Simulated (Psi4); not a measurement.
boron atom (B), doublet; PBE/6-31G* run with Psi4.

Here is a job for Psi4.
```
memory 2 GB

molecule mol {
0 2
B     0.000000    0.000000    0.000000
}

set {
  basis 6-31g*
  reference uks
}

energy('pbe')
print_variables()
```

What the program printed (banner, timings and long lists left out):

```
   => Loading Basis Set <=

    Name: 6-31G*
    Role: ORBITAL
    Keyword: BASIS

         ---------------------------------------------------------
                                   SCF
               by Justin Turney, Rob Parrish, Andy Simmonett
                          and Daniel G. A. Smith
                              UKS Reference
         ---------------------------------------------------------

  ==> Geometry <==

    Molecular point group: d2h
    Geometry (in Angstrom), charge = 0, multiplicity = 2:

       Center              X                  Y                   Z               Mass
    ------------   -----------------  -----------------  -----------------  -----------------
         B            0.000000000000     0.000000000000     0.000000000000    11.009305360000

  Running in d2h symmetry.

  Rotational constants: A = ************  B = ************  C = ************ [cm^-1]
  Rotational constants: A = ************  B = ************  C = ************ [MHz]
  Nuclear repulsion =    0.000000000000000

  Charge       = 0
  Multiplicity = 2
  Electrons    = 5
  Nalpha       = 3
  Nbeta        = 2

  ==> Algorithm <==

  SCF Algorithm Type is DF.
  DIIS enabled.
  MOM disabled.
  Fractional occupation disabled.
  Guess Type is CORE.
  Energy threshold   = 1.00e-06
  Density threshold  = 1.00e-06
  Integral threshold = 1.00e-12

  ==> Primary Basis <==

  Basis Set: 6-31G*
    Blend: 6-31G*
    Number of shells: 6
    Number of basis functions: 15
    Number of Cartesian functions: 15
    Spherical Harmonics?: false
    Max angular momentum: 2

  ==> DFT Potential <==

   => LibXC <=

    Version 7.1.2
    S. Lehtola, C. Steigemann, M. J. T. Oliveira, and M. A. L. Marques,  SoftwareX 7, 1–5 (2018) (10.1016/j.softx.2017.11.002)

   => Composite Functional: PBE <=

    PBE GGA Exchange-Correlation Functional

    J.P. Perdew et. al., Phys. Rev. Lett., 77(18), 3865-3868, 1996

    Deriv               =              1
    GGA                 =           TRUE
    Meta                =          FALSE

    Exchange Hybrid     =          FALSE
    MP2 Hybrid          =          FALSE

   => Exchange Functionals <=

    1.0000     XC_GGA_X_PBE

   => Correlation Functionals <=

    1.0000     XC_GGA_C_PBE

   => LibXC Density Thresholds  <==

    XC_GGA_C_PBE:  1.00E-12
    XC_GGA_X_PBE:  1.00E-15

   => Molecular Quadrature <=

    Radial Scheme          =       TREUTLER
    Pruning Scheme         =           NONE
[...]
   @S   Expected:                5.000000000E-01
   @S   Observed:                5.000000000E-01

    Orbital Energies [Eh]
    ---------------------

    Alpha Occupied:

[...]
    Alpha Virtual:

[...]
    Beta Occupied:

[...]
    Beta Virtual:

[...]
       6Ag     3.205894

    Final Occupation by Irrep:
             Ag   B1g   B2g   B3g    Au   B1u   B2u   B3u
    DOCC [     2,    0,    0,    0,    0,    0,    0,    0 ]
    SOCC [     0,    0,    0,    0,    0,    0,    0,    1 ]
    NA   [     2,    0,    0,    0,    0,    0,    0,    1 ]
    NB   [     2,    0,    0,    0,    0,    0,    0,    0 ]

  @DF-UKS Final Energy:   -24.60094291536290

   => Energetics <=

    Nuclear Repulsion Energy =              0.0000000000000000
    One-Electron Energy =                 -32.4384744772931199
    Two-Electron Energy =                  11.6882565181140023
    DFT Exchange-Correlation Energy =      -3.8507249561837833
    Empirical Dispersion Energy =           0.0000000000000000
    VV10 Nonlocal Energy =                  0.0000000000000000
    Total Energy =                        -24.6009429153629000

  UHF NO Occupations:
  HONO-2 :    1 Ag 1.9999999
  HONO-1 :    2 Ag 1.9992690
  HONO-0 :    1B3u 1.0000000
  LUNO+0 :    3 Ag 0.0007310
  LUNO+1 :    4 Ag 0.0000001
  LUNO+2 :    5 Ag 0.0000000
  LUNO+3 :    6 Ag 0.0000000

Computation Completed

Properties will be evaluated at   0.000000,   0.000000,   0.000000 [a0]

Properties computed using the SCF density matrix

 Multipole Moments:

 ------------------------------------------------------------------------------------
     Multipole            Electronic (a.u.)      Nuclear  (a.u.)        Total (a.u.)
 ------------------------------------------------------------------------------------

 L = 1.  Multiply by 2.5417464519 to convert [e a0] to [Debye]
 Dipole X            :          0.0000000            0.0000000            0.0000000
 Dipole Y            :          0.0000000            0.0000000            0.0000000
 Dipole Z            :          0.0000000            0.0000000            0.0000000
 Magnitude           :                                                    0.0000000

 ------------------------------------------------------------------------------------

  Variable Map:
  ----------------------------------------------------------------------------
[...]
  Array Variable Map:
  ----------------------------------------------------------------------------
[...]
[...]
```
